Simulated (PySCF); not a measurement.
Species: C8H12.
Z-matrix (Å and degrees, GFN2-xTB geometry), rows numbered from 1:
```
C 
C   1  1.5302
C   2  1.4984  1  111.74
C   3  1.3352  2  123.05  1  -110.57
C   4  1.4500  3  121.16  2   178.87
C   5  1.3311  4  120.48  3    14.93
C   6  1.5006  5  120.34  4     1.22
C   3  1.5073  2  117.71  1    65.25
H   1  1.0877  2  110.16  3    57.34
H   1  1.0871  2  110.82  3   -62.74
H   1  1.0875  2  110.33  3   177.18
H   2  1.0940  1  108.98  3   121.01
H   2  1.0918  1  109.22  3  -121.21
H   4  1.0808  3  121.00  2    -1.35
H   5  1.0804  4  117.99  3  -166.25
H   6  1.0798  5  121.79  4   177.35
H   7  1.0912  6  110.54  5  -154.06
H   7  1.0977  6  108.28  5    88.58
H   8  1.0914  3  110.42  2    27.83
H   8  1.0969  3  108.20  2   -89.59
```

PySCF, density fitting, gas phase, GFN2-xTB geometry. The standard run uses grid level 2 after a coarse-grid start, the def2-universal JK fitting basis (with tight functions added where the orbital basis needs them), an energy threshold of 1e-9 Eh and DIIS. The changed runs have no coarse-grid stage.

Q: Standard PBE0/def2-SVPD: E = -311.461095 Eh, HOMO -5.946 eV, LUMO -0.565 eV, dipole 0.663 D, 14 cycles (coarse-grid cycles included). What changes at PBE0/def2-SVPD with: energy threshold 1e-07 Eh?

A: E = -311.461095 Eh (0.000 mEh), HOMO -5.946 eV (0.000), LUMO -0.565 eV (0.000), dipole 0.662 D (-0.001), 8 SCF cycles. The result matches the standard run within 0.02 mEh and 0.003 eV; such settings steer the iterations and don't enter the energy expression.

Q: Standard PBE0/pcSseg-1: E = -311.626484 Eh, HOMO -5.953 eV, LUMO -0.535 eV, dipole 0.649 D, 13 cycles (coarse-grid cycles included). What changes at PBE0/pcSseg-1 with: energy threshold 1e-11 Eh?

A: E = -311.626484 Eh (0.000 mEh), HOMO -5.953 eV (0.000), LUMO -0.535 eV (0.000), dipole 0.649 D (0.000), 12 SCF cycles. The result matches the standard run within 0.02 mEh and 0.003 eV; such settings steer the iterations and don't enter the energy expression.

Q: What changes at PBE0/pcSseg-1 with: start guess huckel?

A: E = -311.626484 Eh (0.000 mEh), HOMO -5.953 eV (0.000), LUMO -0.535 eV (0.000), dipole 0.649 D (0.000), 12 SCF cycles. The result matches the standard run within 0.02 mEh and 0.003 eV; such settings steer the iterations and don't enter the energy expression.
